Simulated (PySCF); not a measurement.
Predicted microwave data (PBE0/pcSseg-1 in PySCF (dipole) on a GFN2-xTB geometry, gas phase) for one isomer of C6H11O4P:

| Item | Value |
| --- | --- |
| Rotational constants | A = 2128, B = 588.5, C = 569.2 MHz |
| Dipole components | \|μa\| = 0.30 D, \|μb\| = 4.25 D, \|μc\| = 0.62 D |
| Inertial defect | -208.44 u·Å² |
| κ | -0.98 |

Problem. Which structure is it? (One computed conformer of each.)
A. `[O:1]=[P:2]1([O:3][CH:4]2[CH2:5][CH2:6]2)[O:7][CH2:8][CH2:9][CH2:10][O:11]1` with O1–P2–O3–C4 25°, P2–O3–C4–C5 126°, O3–C4–C5–C6 107°, O1–P2–O7–C8 -172°, P2–O7–C8–C9 56°, O7–C8–C9–C10 -59°
B. `[CH3:1][C@@H:2]1[CH2:3][O:4][P@:5](=[O:6])([O:7][CH:8]2[CH2:9][CH2:10]2)[O:11]1` with O4–P5–O7–C8 122°, P5–O7–C8–C9 -132°, C1–C2–C3–O4 -97°, C2–C3–O4–P5 -8°, C3–O4–P5–O6 -134°, O7–C8–C9–C10 -107°
C. `[O:1]=[P:2]1([O:3][CH:4]2[CH2:5][CH2:6][CH2:7]2)[O:8][CH2:9][CH2:10][O:11]1` with O1–P2–O3–C4 11°, P2–O3–C4–C5 -142°, O3–C4–C5–C6 -131°, C4–C5–C6–C7 13°, C5–C6–C7–C4 -13°, O1–P2–O8–C9 154°

Solution. C. It is O=P1(OC2CCC2)OCCO1, a near-prolate asymmetric top, point group C1. The candidates at the same level (rigid rotor, commonest isotopes):

```json
{"SMILES": "C[C@@H]1CO[P@](=O)(OC2CC2)O1", "A (MHz)": "1717", "B (MHz)": "717.1", "C (MHz)": "620.2", "μa (D)": "1.36", "μb (D)": "3.89", "μc (D)": "1.15", "Δ (u·Å²)": "-184.17", "point group": "C1", "rotor": "asymmetric top"}
{"SMILES": "O=P1(OC2CCC2)OCCO1", "A (MHz)": "2128", "B (MHz)": "588.5", "C (MHz)": "569.2", "μa (D)": "0.30", "μb (D)": "4.25", "μc (D)": "0.62", "Δ (u·Å²)": "-208.44", "point group": "C1", "rotor": "near-prolate asymmetric top"}
{"SMILES": "O=P1(OC2CC2)OCCCO1", "A (MHz)": "1719", "B (MHz)": "714.0", "C (MHz)": "658.7", "μa (D)": "0.87", "μb (D)": "5.14", "μc (D)": "0.97", "Δ (u·Å²)": "-234.53", "point group": "C1", "rotor": "asymmetric top"}
```

`O=P1(OC2CC2)OCCCO1` has B 21 % too high; `C[C@@H]1CO[P@](=O)(OC2CC2)O1` has B 22 % too high. No structure here is proved a minimum.
